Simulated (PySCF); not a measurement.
Can point charges reproduce the dipole moment of `C(C)(C)(C(C)=O)OC=O`?

Coordinates (GFN2-xTB, Å) and charges (e) from the PBE0/pcSseg-1 density (PySCF):

| atom | x | y | z | Mulliken | IAO | Hirshfeld | ESP-fitted |
| --- | --- | --- | --- | --- | --- | --- | --- |
| C1 | 1.953 | 0.037 | -0.792 | -0.2404 | -0.4766 | -0.1220 | -0.5997 |
| C2 | 0.873 | 0.773 | -0.057 | +0.2074 | +0.3884 | +0.1625 | +0.6768 |
| O3 | 0.947 | 1.937 | 0.237 | -0.3471 | -0.4065 | -0.2315 | -0.5168 |
| C4 | -0.360 | -0.046 | 0.392 | -0.2426 | +0.1745 | +0.0865 | +0.5492 |
| C5 | -0.231 | -0.268 | 1.901 | -0.1475 | -0.4188 | -0.1211 | -0.6603 |
| C6 | -0.575 | -1.362 | -0.350 | -0.1557 | -0.4373 | -0.1289 | -0.6105 |
| O7 | -1.528 | 0.794 | 0.216 | -0.4247 | -0.3282 | -0.0877 | -0.4654 |
| C8 | -1.670 | 1.359 | -0.962 | +0.4642 | +0.4082 | +0.1794 | +0.5684 |
| O9 | -0.956 | 1.224 | -1.914 | -0.4194 | -0.4578 | -0.2392 | -0.5186 |
| H10 | 1.585 | -0.233 | -1.779 | +0.1568 | +0.1777 | +0.0595 | +0.1820 |
| H11 | 2.231 | -0.871 | -0.263 | +0.1286 | +0.1523 | +0.0513 | +0.1377 |
| H12 | 2.818 | 0.686 | -0.901 | +0.1434 | +0.1701 | +0.0542 | +0.1654 |
| H13 | -1.124 | -0.759 | 2.277 | +0.1275 | +0.1530 | +0.0480 | +0.1982 |
| H14 | 0.637 | -0.885 | 2.116 | +0.1157 | +0.1459 | +0.0485 | +0.1660 |
| H15 | -0.119 | 0.692 | 2.399 | +0.1397 | +0.1649 | +0.0454 | +0.1761 |
| H16 | 0.223 | -2.064 | -0.127 | +0.1160 | +0.1460 | +0.0475 | +0.1473 |
| H17 | -1.519 | -1.797 | -0.027 | +0.1310 | +0.1529 | +0.0452 | +0.1782 |
| H18 | -0.619 | -1.195 | -1.423 | +0.1392 | +0.1592 | +0.0386 | +0.1715 |
| H19 | -2.577 | 1.986 | -0.951 | +0.1080 | +0.1321 | +0.0635 | +0.0543 |

Problem. Form Σ q r in debye for every column and set it beside the full dipole.

Solution. The full density gives (-0.32, -3.31, 1.13) D, 3.52 D in size; dipole vectors point from the negative to the positive end.

```tsv
scheme	μx	μy	μz	size (D)	share of the full size (%)	angle to the full dipole (°)
Mulliken	0.88	-5.08	0.71	5.20	148	18
IAO	-0.34	-3.67	1.27	3.90	111	0
Hirshfeld	-0.45	-1.97	0.85	2.20	62	8
ESP-fitted	-0.32	-3.34	1.10	3.53	100	1
```

Problem. Which set comes closest?

Solution. Length of the difference vector: ESP-fitted 0.04 D, IAO 0.38 D, Hirshfeld 1.38 D, Mulliken 2.17 D. Closest: ESP-fitted. 

Problem. What is left for the Hirshfeld atoms' own dipoles?

Solution. The Hirshfeld atoms' densities add up to the full density, so μ = Σ q r + Σ (atomic dipoles). The atomic dipoles sum to (-0.32, -3.31, 1.13) − (-0.45, -1.97, 0.85) = (0.13, -1.34, 0.28) D, 1.38 D in size.

Problem. With the origin at the mean of the coordinates, (-0.001, 0.000, 0.000) Å, which are the largest single terms, by size, of the Hirshfeld dipole along the direction of the full one?

Solution. O3 +2.04, O9 +1.93, C8 -1.24, C6 -0.76, C2 -0.64 D; all 19 atoms together +2.17 D. The single terms depend on the origin, their sum doesn't.

Problem. Give the size of the full dipole in other units.

Solution. 3.52 D = 1.384 au = 0.732 e·Å = 11.73 × 10⁻³⁰ C·m.

Geometry: GFN2-xTB, one conformer, isolated molecule.

Shape of the structure used: `[CH3:1][C:2](=[O:3])[C:4]([CH3:5])([CH3:6])[O:7][CH:8]=[O:9]`: C1–C2–C4–C5 105°, C2–C4–O7–C8 51°, C4–O7–C8–O9 2°.
